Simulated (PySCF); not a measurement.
CH3 (SMILES [CH3-]), charge -1, singlet, geometry from GFN2-xTB (in this run its highest filled SCF level lies above zero, so its values depend strongly on the basis, on diffuse functions most of all); WB97X/STO-3G in PySCF.

PySCF was given this input:
```python
from pyscf import gto, scf, dft

mol = gto.M(
    atom='''
C     0.094435    0.098442    0.100706
H    -0.627209   -0.621425    0.624633
H     0.663992   -0.608499   -0.598808
H    -0.603395    0.639270   -0.630059
''',
    basis='sto-3g',
    charge=-1,
    spin=0,
    verbose=4,
)

mf = dft.RKS(mol)
mf.xc = 'wb97x'
mf.grids.atom_grid = (99, 590)
mf.grids.prune = None
mf.kernel()
```

It wrote (shortened):

```
PySCF version 2.14.0

[INPUT] verbose = 4
[INPUT] num. atoms = 4
[INPUT] num. electrons = 10
[INPUT] charge = -1
[INPUT] spin (= nelec alpha-beta = 2S) = 0
[INPUT] symmetry False subgroup None
[INPUT] Mole.unit = angstrom
[INPUT] Symbol           X                Y                Z      unit          X                Y                Z       unit  Magmom
[INPUT]  1 C      0.094435000000   0.098442000000   0.100706000000 AA    0.178456286573   0.186028419154   0.190306759100 Bohr   0.0
[INPUT]  2 H     -0.627209000000  -0.621425000000   0.624633000000 AA   -1.185253232862  -1.174323056958   1.180385298365 Bohr   0.0
[INPUT]  3 H      0.663992000000  -0.608499000000  -0.598808000000 AA    1.254763028902  -1.149896457072  -1.131583121199 Bohr   0.0
[INPUT]  4 H     -0.603395000000   0.639270000000  -0.630059000000 AA   -1.140251294932   1.208045219651  -1.190638952317 Bohr   0.0

nuclear repulsion = 9.20363456612171
number of shells = 6
number of NR pGTOs = 24
number of NR cGTOs = 8
basis = sto-3g
ecp = {}

******** <class 'pyscf.dft.rks.RKS'> ********
method = RKS
initial guess = minao
damping factor = 0
level_shift factor = 0
DIIS = <class 'pyscf.scf.diis.CDIIS'>
diis_start_cycle = 1
diis_space = 8
diis_damp = 0
SCF conv_tol = 1e-09
SCF conv_tol_grad = None
SCF max_cycles = 50
direct_scf = True
direct_scf_tol = 1e-13
XC library pyscf.dft.libxc version 7.1.2
    S. Lehtola, C. Steigemann, M. J. T. Oliveira, and M. A. L. Marques,  SoftwareX 7, 1–5 (2018)
XC functionals = wb97x
    J.-D. Chai and M. Head-Gordon,  J. Chem. Phys. 128, 084106 (2008)
radial grids:
    Treutler-Ahlrichs [JCP 102, 346 (1995); DOI:10.1063/1.469408] (M4) radial grids

becke partition: Becke, JCP 88, 2547 (1988); DOI:10.1063/1.454033
pruning grids: None
grids dens level: 3
symmetrized grids: False
atomic radii adjust function: <function treutler_atomic_radii_adjust>
User specified grid scheme (99, 590)
small_rho_cutoff = 0
Set gradient conv threshold to 3.16228e-05
Initial guess from minao.
tot grids = 233640
init E= -39.0097630715903
  HOMO = -0.138265231780341  LUMO = 0.436380300981171  gap/eV = 15.63690
cycle= 1 E= -39.0843203736386  delta_E= -0.0746  |g|= 0.388  |ddm|= 2.13
  HOMO = 0.34145636420484  LUMO = 1.01921016657543  gap/eV = 18.44262
cycle= 2 E= -39.1292496644172  delta_E= -0.0449  |g|= 0.138  |ddm|= 0.696
  HOMO = 0.237389449203014  LUMO = 0.953941801754957  gap/eV = 19.49838
cycle= 3 E= -39.1358568249406  delta_E= -0.00661  |g|= 0.0058  |ddm|= 0.196
  HOMO = 0.236267186347491  LUMO = 0.955201075737249  gap/eV = 19.56319
cycle= 4 E= -39.1358893392381  delta_E= -3.25e-05  |g|= 0.0012  |ddm|= 0.0279
  HOMO = 0.23642500340259  LUMO = 0.955144501609919  gap/eV = 19.55735
cycle= 5 E= -39.1358905990758  delta_E= -1.26e-06  |g|= 7.8e-05  |ddm|= 0.00667
  HOMO = 0.236422664359071  LUMO = 0.955187414443895  gap/eV = 19.55859
cycle= 6 E= -39.1358906016704  delta_E= -2.59e-09  |g|= 9.76e-07  |ddm|= 0.000134
  HOMO = 0.236423119077775  LUMO = 0.955188460999427  gap/eV = 19.55860
cycle= 7 E= -39.1358906016709  delta_E= -5.4e-13  |g|= 1.03e-08  |ddm|= 3.95e-06
  HOMO = 0.236423122781559  LUMO = 0.955188456746124  gap/eV = 19.55860
Extra cycle  E= -39.1358906016709  delta_E= 4.26e-14  |g|= 3.91e-09  |ddm|= 2.68e-08
converged SCF energy = -39.1358906016709
```
